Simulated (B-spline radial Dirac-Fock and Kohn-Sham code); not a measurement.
# Binding energies of Cr²⁰⁺

System: the Cr²⁰⁺ ion, configuration [He] 2s2; nuclear rms radius 3.6452 fm (A = 52).

Calculated with a radial finite-basis atomic code, using Dirac-Fock ΔSCF + Breit + QED. Electron correlation is not included. Energies are counted from the vacuum level.

All terms are in eV, carry their sign (relaxation lowers the binding energy) and add up to the binding energy; ⟨r⟩ is the mean radius of the orbital in the initial state.

```
subshell  −ε (Koopmans)  relaxation  Breit  self-energy  vacuum polarisation  binding energy  ⟨r⟩ (bohr)
      1s         7242.8       -4.64  -5.20        -3.01                 0.25          7230.1       0.063
      2s         1628.6       -0.29  -0.48        -0.36                 0.03          1627.5       0.264
```

For the deepest level, K (1s), the Breit terms make up -0.072 % of the binding energy, QED -0.038 % and orbital relaxation -0.064 %.

Going to the tabulated ground configuration of the next ion removes an electron from L1 (2s), computed at 1627.5 eV. NIST lists 1634.1 ± 0.5 eV as the ionisation energy of this species (semi-empirical), +6.62 eV from the computed value.
